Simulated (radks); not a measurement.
Neutral niobium inside a hard spherical wall (all orbitals vanish at R), configuration held at [Kr] 4d4 5s1 and not refilled when levels cross. Method: scalar-relativistic Kohn-Sham, PBEsol, spin-polarised, spherical densities, finite nucleus; open shells are filled with parallel spins first (spin-orbit coupling, left out, can overturn this in heavy ions); Fermi nuclear charge, rms radius 4.324 fm; computed with a radial shooting solver on a logarithmic mesh with Libxc functionals. Eigenvalues in eV for spin up, with the zero of energy where the potential of the charges vanishes at infinity; a dash marks a level that is unbound or too diffuse for the functional's potential to be trusted. A positive occupied level is held by the wall or, in an anion where self-interaction has pushed it up, behind a barrier. The pressure on the wall is -dE/dV.

R (bohr)  E (hartree)  kinetic (hartree)    e(4s)    e(4p)   e(5s)   e(4d)  e(5p, empty)  e(6s, empty)  pressure (GPa)
free      -3817.56441           3930.266  -58.644  -34.915  -4.527  -3.720        -1.334             -               0
15        -3817.56440           3930.266  -58.643  -34.915  -4.526  -3.719        -1.327         0.310        < 0.0001
12        -3817.56433           3930.267  -58.634  -34.906  -4.520  -3.712        -1.283         0.969         0.00143
10        -3817.56370           3930.273  -58.586  -34.858  -4.481  -3.669        -1.145         2.160          0.0180
8         -3817.55832           3930.312  -58.323  -34.600  -4.250  -3.443        -0.618         5.198           0.238
7         -3817.54664           3930.381  -57.920  -34.206  -3.858  -3.096         0.105         8.462           0.913
5         -3817.40280           3931.027  -55.162  -31.559  -0.406  -0.638         5.342        26.561            17.4
3         -3815.37464           3938.447  -41.625  -18.467  31.752  14.924        45.647        128.27             901
2.5       -3812.41490           3948.945  -30.455   -6.682  68.056  30.109        86.760        218.09            3570
1.5       -3770.57076           4071.547   73.125   107.97  403.62  165.24        434.50        896.12          130000
